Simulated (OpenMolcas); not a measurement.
Computed levels of 3s² 3p⁴ in ions with 16 electrons, in cm-1 above ³P₂.

```
Program             : OpenMolcas 26.06
Method              : SS-RASPT2, IPEA 0.25 Eh, imaginary shift 0.1 Eh
Basis               : ANO-RCC-VQZP
Scalar Hamiltonian  : DKH2, point nucleus
Spin-orbit coupling : state interaction with AMFI integrals over the reference wave functions, term energies averaged over their components
```

Active space for each ion: 6 electrons in 9 orbitals (RAS2 3s 3p; RAS3 3d, at most 2 electrons); closed shells correlated by CASPT2: 2s 2p.

```
Level      S   Ar2+
  ³P₁    360   1006
  ³P₀    525   1435
  ¹D₂   9260  14190
  ¹S₀  22190  33400
```

Q: Estimate ³P₀, ¹D₂, ¹S₀ for Cl+ from its neighbours S and Ar2+.

A: ³P₀ is fine structure, which grows about as the fourth power of a screened charge, so the fourth roots are averaged: ((525^0.25 + 1435^0.25) / 2)^4 = 896. The calculation gives 904, so the estimate is off by -0.9 %; the measured value is 996 (NIST Handbook of Basic Atomic Spectroscopic Data).
¹D₂ is another term, which grows about linearly with the charge: (9260 + 14190) / 2 = 11725. The calculation gives 11750, so the estimate is off by -0.2 %; the measured value is 11654 (NIST Handbook of Basic Atomic Spectroscopic Data).
¹S₀ is another term, which grows about linearly with the charge: (22190 + 33400) / 2 = 27795. The calculation gives 27930, so the estimate is off by -0.5 %; the measured value is 27878 (NIST Handbook of Basic Atomic Spectroscopic Data).

CASPT2 does not keep the components of a term degenerate, so their means are used; among the terms shown or strongly mixed into the levels shown the widest spread is 27 cm-1 (3s² 3p⁴ ¹D, Cl+). Active for correlation alone: 3d; no level in the range computed is led by a configuration that fills it, so any true level of that kind is missing (holds for S; Ar2+). The run also gave levels led by 3s² 3p³ 3d, which use shells meant for correlation; these and all levels above them are left out (holds for Cl+). Measured partners are found by configuration, term and J. A level has none where our copy of the source lacks it or the pairing is in doubt (some pairs that miss far off the trend of their configuration count as doubtful), and it then counts in no deviation. Only configurations of the active space appear.
